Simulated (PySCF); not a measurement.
Computed shifts of a molecule C₂H₁₀OSi₃, HF/pcSseg-1 (PySCF), GIAO, gas phase, atoms alike by connectivity averaged where their shifts nearly agree, in ppm (number of nuclei): ¹³C: 63.7 (1), 24.1 (1). ²⁹Si: -39.2 (1), -47.5 (1), -83.7 (1). ¹H: 4.63 (1), 4.47 (1), 4.42 (1), 4.38 (1), 4.01 (3), 1.82 (1), 1.57 (1), 1.03 (1). References: ¹⁷O against H2O (σ = 333.0 ppm); ¹³C against TMS (σ = 192.6 ppm); ²⁹Si against TMS (σ = 393.8 ppm); ¹H against TMS (σ = 31.99 ppm), references at their B3LYP-D3(BJ)/def2-TZVP geometries, non-relativistic. Geometry optimised at PBE-D3(BJ)/def2-SVP. One conformer was computed; it need not be the lowest.

Identify the compound among the candidates.
A. C[SiH2][SiH2]C(=O)[SiH3]
B. O[C@@H]1C[Si@H]([SiH3])[SiH2]1
C. O[C@H]1[SiH2][SiH2][C@@H]1[SiH3]
D. C=C[SiH2][SiH2][SiH2]O

B, O[C@@H]1C[Si@H]([SiH3])[SiH2]1
